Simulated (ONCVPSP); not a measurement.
**Reading a pseudo-wave (iron)**

Columns: radius, all-electron u(r) and pseudo u(r) of the 3s shell (level -91.29 eV) of iron in the configuration [Ne] 3s2 3p6 3d6.5 4s1.5; BLYP, scalar-relativistic, ONCV scheme, ONCVPSP 4.0.1.

```tsv
r (bohr)	all-electron	pseudo
0.080	-0.0423	0.1318
0.160	-0.6294	0.2748
0.240	-0.5151	0.4346
0.320	-0.0485	0.6084
0.400	0.4526	0.7843
0.480	0.8454	0.9449
0.560	1.0952	1.0720
0.640	1.2152	1.1515
0.720	1.2368	1.1777
0.800	1.1917	1.1531
0.880	1.1065	1.0872
0.960	1.0008	0.9937
1.040	0.8879	0.8862
1.120	0.7763	0.7760
1.200	0.6711	0.6710
1.280	0.5751	0.5750
1.360	0.4893	0.4892
1.440	0.4140	0.4139
1.520	0.3485	0.3485
1.600	0.2923	0.2923
1.680	0.2443	0.2443
1.760	0.2037	0.2037
1.840	0.1694	0.1694
1.920	0.1406	0.1406
2.000	0.1165	0.1164
2.080	0.0963	0.0963
```

Task: How many radial nodes do the two functions have?

Result: The all-electron 3s function has n − l − 1 = 2 (the table is too coarse to show those close to the nucleus); the pseudo-wave has 0, since the states of the same l below it are removed with the core.

Task: At about which radius was the pseudo-wave matched?

Result: 1.20 bohr, where the columns begin to agree (steps of 0.08 bohr).

Task: Where does each function peak?

Result: Outermost all-electron maximum near 0.72 bohr, pseudo maximum near 0.72 bohr (to the table’s step).

Task: Is the pseudo-wave norm-conserving?

Result: Yes: the ONCV scheme keeps the norm inside the radius equal to the all-electron one, which fixes the energy derivative of the logarithmic derivative at the level.
